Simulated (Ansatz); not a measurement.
Species: CH6O3Si (charge 0, singlet). 
Geometry from a B3LYP-D3(BJ)/def2-TZVP (Ansatz, an electronic-structure program) optimisation:
```xyz
11

Si     0.0232    -0.0146     0.0077
C     -1.7807     0.4005     0.0027
O      0.3469    -1.4613    -0.7007
O      0.9211     1.0656    -0.8622
O      0.4608    -0.0715     1.5894
H     -2.3532    -0.3806     0.5058
H     -2.1541     0.4941    -1.0184
H     -1.9716     1.3409     0.5239
H      0.7816    -1.4350    -1.5566
H      0.9159     1.9864    -0.5914
H      1.3104    -0.4678     1.8005
```
Charge 0, spin multiplicity 1.

Wanted: atomisation energy (electronic, to ground-state atoms), in kJ/mol. Valence correlation only, unless marked. UHF or UKS for open shells. No spin-orbit coupling. Non-relativistic. The coupled-cluster limit lacks core correlation, which all-electron functionals hold. Basis-set limits of correlation are two-point, X^-3; Hartree-Fock from the larger set.

```csv
level,program,atomisation energy (kJ/mol)
PBE0-D3(BJ)/def2-TZVPD,Ansatz + dftd3,…
SCS-MP2/cc-pV(D+d)Z,Ansatz,4054.5
"CCSD(T)/CBS(aug-cc-pV(T+d)Z,aug-cc-pV(Q+d)Z)",Ansatz,…
```

Problem. Complete the blanks.

Solution. 
- PBE0-D3(BJ)/def2-TZVPD, atomisation energy (kJ/mol): 4374.9
- CCSD(T)/CBS(aug-cc-pV(T+d)Z,aug-cc-pV(Q+d)Z), atomisation energy (kJ/mol): 4455.2
